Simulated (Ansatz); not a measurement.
C2H7OPSi, SMILES `C=C(O)[SiH2]P`, relaxed with RKS PBE-D4/def2-SVP in Ansatz from a rough embedded geometry. The force threshold is 0.03 eV/Å; the program also tests the step.

Total charge 0; spin multiplicity 1.

Start:

```xyz
12

C    -0.314    1.772    0.630
C    -0.218    0.367    0.630
O     0.322   -0.319    1.733
Si   -0.806   -0.648   -0.843
P     1.050   -1.739   -1.583
H     0.010    2.307    1.438
H    -0.727    2.269   -0.251
H     0.524    0.387    2.377
H    -1.823   -1.713   -0.355
H    -1.353    0.142   -1.877
H     1.869   -0.624   -1.578
H     1.465   -2.201   -0.323
```

(1) How much energy does the relaxation release, and in how many steps? (An estimate is asked.)

(2) Which bonds change most? (Best estimate.)

(3) Give the relaxed structure. (An estimate is asked.)

Results:

(1) The calculation gave: 11.23 kcal/mol, in 7 steps.

(2) The calculation gave: Si4–H10 from 1.412 to 1.503 Å; C1–H6 from 1.022 to 1.105 Å; P5–H11 from 1.383 to 1.442 Å; C1–C2 from 1.408 to 1.354 Å.

(3) Ansatz gave: 
```xyz
12

C    -0.368    1.773    0.644
C    -0.226    0.427    0.653
O     0.312   -0.292    1.684
Si   -0.730   -0.676   -0.807
P     1.031   -1.870   -1.626
H    -0.050    2.399    1.497
H    -0.812    2.286   -0.220
H     0.573    0.326    2.398
H    -1.777   -1.665   -0.369
H    -1.288    0.201   -1.892
H     1.882   -0.706   -1.675
H     1.453   -2.203   -0.288
```
